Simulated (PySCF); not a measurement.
Compound: C3H5GeN3O.
Atom-mapped SMILES: `[O:1]=[CH:2][c:3]1[cH:4][n:5]([GeH3:6])[n:7][n:8]1` (hydrogens: H9 on C2; H10 on C4; H11, H12, H13 on Ge6)

Computed with PySCF at CAM-B3LYP/def2-SVPD, non-relativistic, on one gas-phase PBE0-D3(BJ)/def2-SVP geometry that isn't relaxed in the solvent. The solvent is an IEF-PCM continuum (Bondi radii, 1.10 Å for H, scaled by 1.2), and excitations are vertical TDDFT with non-equilibrium linear response and a frozen core. Specific hydrogen bonds and non-electrostatic terms are outside this model. Spin–orbit coupling is left out although an atom past zinc is present.

Gas-phase singlets (H = HOMO, L = LUMO):

```json
{"state": "S1", "E (eV)": "3.996", "λ (nm)": "310", "f": "0.000", "leading configurations": "H→L 87%"}
{"state": "S2", "E (eV)": "5.596", "λ (nm)": "222", "f": "0.001", "leading configurations": "H-2→L 91%"}
{"state": "S3", "E (eV)": "5.760", "λ (nm)": "215", "f": "0.276", "leading configurations": "H-1→L 96%"}
{"state": "S4", "E (eV)": "5.787", "λ (nm)": "214", "f": "0.007", "leading configurations": "H-2→L+3 79%, H→L+3 16%"}
{"state": "S5", "E (eV)": "6.499", "λ (nm)": "191", "f": "0.021", "leading configurations": "H-1→L+3 54%, H-3→L 40%"}
```

**Question.** How does the list change in benzene (ε = 2.271)?

**Answer.** 
| state | E (eV) | λ (nm) | f | leading configurations | change by rank (eV) |
| --- | --- | --- | --- | --- | --- |
| S1 | 4.068 | 305 | 0.000 | H→L 75%, H-1→L 14% | +0.072 |
| S2 | 5.617 | 221 | 0.363 | H-1→L 82%, H→L 15% | +0.021 |
| S3 | 5.643 | 220 | 0.003 | H-2→L 80%, H-2→L+1 10% | -0.117 |
| S4 | 5.883 | 211 | 0.007 | H-2→L+1 66%, H→L+1 13%, H-2→L 11% | +0.096 |
| S5 | 6.467 | 192 | 0.032 | H-1→L+1 45%, H-3→L 38%, H→L+1 9% | -0.032 |

**Question.** The ground-state energy changes by -0.208 eV from gas to benzene. By how much does the total energy of gas-phase S4 change?

**Answer.** E(S4) = E(S0) + excitation energy, so it changes by -0.208 + 0.096 = -0.112 eV: it is lowered less than the ground state, which is what a blue shift means. This is the vertical state, with the slow part of the continuum still set for S0.

**Question.** How do the frontier levels move from gas to benzene?

**Answer.** 
| orbital | gas (eV) | solvent (eV) | change (eV) |
| --- | --- | --- | --- |
| LUMO+2 | 0.44 | 0.69 | +0.25 |
| LUMO+1 | 0.35 | 0.65 | +0.30 |
| LUMO | -0.58 | -0.59 | -0.01 |
| HOMO | -9.16 | -9.28 | -0.12 |
| HOMO-1 | -9.29 | -9.29 | 0.00 |
| HOMO-2 | -9.62 | -9.72 | -0.10 |
| HOMO-3 | -10.46 | -10.40 | +0.06 |

The HOMO–LUMO gap goes from 8.59 to 8.69 eV. Rows go by rank; for HOMO-2, HOMO-1, HOMO, LUMO+1 and LUMO+2 the atom shares or the degeneracy differ between the runs, so the row needn't follow one orbital.

Time: 61 s; peak memory 1.3 GiB. Hardware: one thread, Arm Neoverse V1 (aarch64), on a shared host. This is the whole response run at CAM-B3LYP/def2-SVPD in benzene, SCF included.

Shape of the structure used: `[O:1]=[CH:2][c:3]1[cH:4][n:5]([GeH3:6])[n:7][n:8]1`: O1–C2–C3–C4 0°.
